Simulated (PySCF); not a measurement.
Metal–ligand bonds in Ti(F)3–Y. Gas-phase values, no solvent. One relaxed conformer stands for each flexible species; it need not be the lowest. Multiplicities are imposed; where one is given, others were not computed. Strings in code marks are SMILES.

Calculation: PBE-D3(BJ)/def2-TZVP // PBE-D3(BJ)/def2-SVP in PySCF. 

```
species                charge on the central atom (Mulliken) (e)  HOMO–LUMO gap (eV)  coordination number
---------------------  -----------------------------------------  ------------------  -------------------
Y = Cl                                                      1.37                4.42                    4
Y = F ([Ti(F)4])                                            1.48                6.33                    4
Y = OH ([Ti(F)3(OH)])                                       1.45                 [?]                  [?]
Y = NH2                                                     1.42                3.51                  [?]
```

Task: Complete the blanks.

Result: 
- Y = OH ([Ti(F)3(OH)]), HOMO–LUMO gap (eV): 5.14
- Y = OH ([Ti(F)3(OH)]), coordination number: 4
- Y = NH2, coordination number: 4
